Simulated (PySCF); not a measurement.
Zr(Cl)(OH)3 (ClH₃O₃Zr), SMILES [OH][Zr]([OH])([OH])[Cl], multiplicity 1.

Coordinates come from a B3LYP-D3(BJ)/def2-SVP optimisation. The multiplicity is an assumed one; no other spin state was optimised. The structure was generated by enumeration; whether it is a known compound was not checked. The def2 effective core potentials stand for the cores of Zr; spin–orbit coupling is left out. Other conformers were not sampled.

All values below come from B3LYP/def2-TZVP (PySCF).

Symmetry labels are those of the subgroup Cs that the program uses (full group C3v).

Problem. List the valence orbital energies around the gap with their symmetry. (Estimate from the structure and the level; the computed values follow.)

Solution. 
```tsv
orbital	symmetry	energy (eV)
HOMO−7	A"	-9.93
HOMO−6	A'	-9.72
HOMO−5	A"	-9.24
HOMO−4	A'	-9.24
HOMO−3	A'	-9.05
HOMO−2	A"	-8.82
HOMO−1	A'	-8.27
HOMO	A"	-8.27
LUMO	A'	-0.52
LUMO+1	A'	-0.49
LUMO+2	A"	-0.49
LUMO+3	A'	-0.02
```
